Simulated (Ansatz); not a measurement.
MoS₂⁺. Charge 1, multiplicity 2. Geometry PBE-D4/def2-TZVP.

```xyz
3

Mo   -0.701    1.092    0.320
S    -0.225   -1.098    0.464
S     0.925    0.005   -0.784
```

In the def2 sets Mo takes a core potential; there is no spin–orbit coupling. At HF/def2-TZVP, PBE-D4/def2-TZVP, revPBE-D4/def2-TZVP, r2SCAN-D4/def2-TZVP and others the charge 1 doublet is spin-contaminated (final ⟨S²⟩ up to 2.69, 0.75 for a pure state). Another isomer (doublet) lies 0.83 eV lower at PBE0-D4/def2-TZVP; other spin states weren't run for this one.

(1) Estimate the α-spin orbital energies around the gap (eV) in Ansatz with HF/def2-TZVP, PBE-D4/def2-TZVP, revPBE-D4/def2-TZVP, r2SCAN-D4/def2-TZVP, PBE0-D4/def2-TZVP.

## Answers

(1) 
| orbital | HF/def2-TZVP | PBE-D4/def2-TZVP | revPBE-D4/def2-TZVP | r2SCAN-D4/def2-TZVP | PBE0-D4/def2-TZVP |
| --- | --- | --- | --- | --- | --- |
| HOMO−5 | -18.76 | -14.91 | -14.83 | -15.20 | -16.04 |
| HOMO−4 | -16.48 | -14.47 | -14.38 | -14.66 | -15.29 |
| HOMO−3 | -16.41 | -13.33 | -13.26 | -13.50 | -14.32 |
| HOMO−2 | -16.35 | -11.74 | -11.68 | -11.97 | -12.76 |
| HOMO−1 | -16.03 | -11.09 | -11.05 | -11.48 | -12.53 |
| HOMO | -15.40 | -10.74 | -10.72 | -11.22 | -12.12 |
| LUMO | -4.76 | -9.73 | -9.67 | -9.71 | -8.87 |
| LUMO+1 | -4.67 | -9.55 | -9.43 | -9.18 | -8.21 |
| LUMO+2 | -4.49 | -8.97 | -8.88 | -8.80 | -8.03 |
| LUMO+3 | -3.54 | -8.23 | -8.12 | -7.89 | -7.34 |
| LUMO+4 | -2.24 | -6.65 | -6.55 | -6.29 | -5.44 |
| LUMO+5 | -1.30 | -5.37 | -5.33 | -5.06 | -4.78 |
| β HOMO | -14.62 | -10.39 | -10.33 | -10.68 | -11.54 |
| β LUMO | -4.61 | -9.43 | -9.27 | -8.85 | -7.96 |
